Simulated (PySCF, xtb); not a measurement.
C4H8S, SMILES S1CC(C)C1.

GFN2-xTB in xtb at its own geometry gives an orbital gap of 3.44 eV and a dipole moment of 2.89 D.

Geometry: ωB97X-D3(BJ)/def2-SVP.

Task: What does r2SCAN/def2-TZVP run with PySCF give? (The exact figures need the calculation; the answer reports its results.)

Result: gap 4.76 eV (levels -5.24 and -0.47 eV), dipole 2.12 D.
